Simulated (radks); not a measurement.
The numbers below are computed, except where a source is named.
Valence configurations of Gd I (all share [Xe]). Level of theory: non-relativistic Kohn-Sham, r2SCAN, spin-polarised, spherical densities, point nucleus; open shells are filled with parallel spins first (spin-orbit coupling, left out, can overturn this in heavy ions); meta-GGA in the generalised Kohn-Sham scheme; relativity is left out, which matters for an element this heavy (a radial shooting solver on a logarithmic mesh with Libxc functionals). Energies are relative to 4f7 5d1 6s2; eigenvalues in eV for spin up.

valence              E (eV)  moment (Bohr magnetons)    e(4f)    e(5d)   e(6p)   e(6s)
4f8 5d1 6s1          -1.523                        8   -6.616   -1.439       -  -3.407
4f8 6s1 6p1          -1.002                        8   -9.389        -  -2.143  -4.510
4f7 5d2 6s1          -0.618                       10  -13.181   -2.537       -  -3.707
4f7 5d1 6s2           0.000                        8  -15.732   -3.848       -  -4.141
4f7 5d1.5 6s1 6p0.5   0.140                       10  -14.785   -3.553  -1.800  -4.368
4f7 5d1 6s1 6p1       1.147                       10  -16.452   -4.572  -2.293  -5.005
4f7 6s2 6p1           2.823                        8  -19.370        -  -2.644  -5.496
4f6.5 5d1 6s1 6p1.5   9.415                       10  -21.770   -6.370  -2.806  -5.814
4f5 5d1 6s2 6p2      48.451                        8  -38.721  -11.758  -3.823  -7.544
4f4 5d1 6s2 6p3      89.103                        8  -51.375  -16.010  -4.859  -9.129

NIST lists [Xe] 4f7 5d1 6s2 as the ground configuration; this level of theory puts 4f8 5d1 6s1 lower, by 1.523 eV. The energies are those of spherical high-spin densities, not of single terms. Relativity is left out, which favours d and f over s occupation in heavy atoms.
